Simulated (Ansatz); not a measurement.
## Worked example: GeH(NH2)3 + C3H10BN → Ge(NH2)4 + C3H9B

Species: GeH(NH2)3, singlet; C3H10BN `CC(C)BN`, singlet; Ge(NH2)4, singlet; C3H9B `BC(C)C`, singlet. The partners trade H for NH2: Ge–H and B–NH2 bonds give way to Ge–NH2 and B–H.

Shapes, held fixed at every level: PBE0-D4/def2-TZVP. Flexible molecules stand in one conformer, not always the lowest. Programs: Ansatz 0.2.0. The zero-point and thermal change to 298 K, harmonic and unscaled (PBE0-D4/def2-TZVP), is -5.6 kJ/mol.

At CCSD(T)/def2-TZVPP; 1 Eh = 2625.50 kJ/mol:

```
  species   energy (Eh)
GeH(NH2)3  -2243.886274
  C3H10BN   -199.623798
 Ge(NH2)4  -2299.192539
    C3H9B   -144.272965
```

Problem. Work out ΔH(298 K) of the reaction at this level.

Solution. 
1. Products less reactants: (-2299.192539) + (-144.272965) − [(-2243.886274) + (-199.623798)] = 0.044568 Eh = +117.0 kJ/mol.
2. With the thermal change: +117.0 + (-5.6) = +111.4 kJ/mol.

Other levels give +110.4 (MP2/def2-TZVPP) to +132.2 kJ/mol (CCSD/def2-SVP). No measured value is set beside it here. Relativity is left out for Ge. Outer-core shells of Ge are correlated, in sets that cover them unevenly.
